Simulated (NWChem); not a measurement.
System: C₂H₇NTe; SMILES CC[Te]N

```xyz
11

Te     0.2797    -0.5845     0.0484
C      0.6141     1.5427    -0.4469
C     -0.3192     2.4747     0.3096
H      0.5072     1.6430    -1.5451
H      1.6812     1.7141    -0.1935
H     -0.1537     2.4202     1.4046
H     -1.3816     2.2129     0.1194
H     -0.1796     3.5299    -0.0095
N     -1.7853    -0.6855    -0.1318
H     -2.0671    -0.4005    -1.0796
H     -2.2220    -0.0338     0.5343
```
Atoms are numbered in this order, from 1.

Program: NWChem. Medium grid unless said otherwise, to which SCAN and Minnesota functionals are sensitive. Coordinates come from a PBE-D3(BJ)/def2-SVP optimisation. Not confirmed as a minimum by frequencies. def2 effective core potentials on Te; no spin-orbit coupling. Hybrids' shares of exact exchange are those that their runs print; pure functionals count as 0. The functionals differ in more than this share.

```
row                 share of exact exchange  orbital gap (eV)
------------------  -----------------------  ----------------
PBE/def2-SVP                           0.00              3.23
r2SCAN/def2-SVP                        0.00              3.67
TPSSh/def2-SVP                         0.10          withheld
B3LYP/def2-SVP                         0.20              4.75
BHandHLYP/def2-SVP                     0.50              7.10
```

### Question
Fit a straight line of the last column on the one before it, predict the withheld value, and compare with the run.

### Answer

1. Means of the 4 shown rows: x = 0.175, y = 4.688. Slope Σ(x − x̄)(y − ȳ)/Σ(x − x̄)² = 1.219/0.1675 = 7.276; intercept 3.414.
2. The shown rows scatter about the line by 0.170 (root mean square); the largest residual is +0.26, at r2SCAN/def2-SVP.
3. At x = 0.10 (TPSSh/def2-SVP; inside the shown range) the line gives 4.14.
4. The run gives 4.22, +0.08 from the line, 0.5 times the scatter.
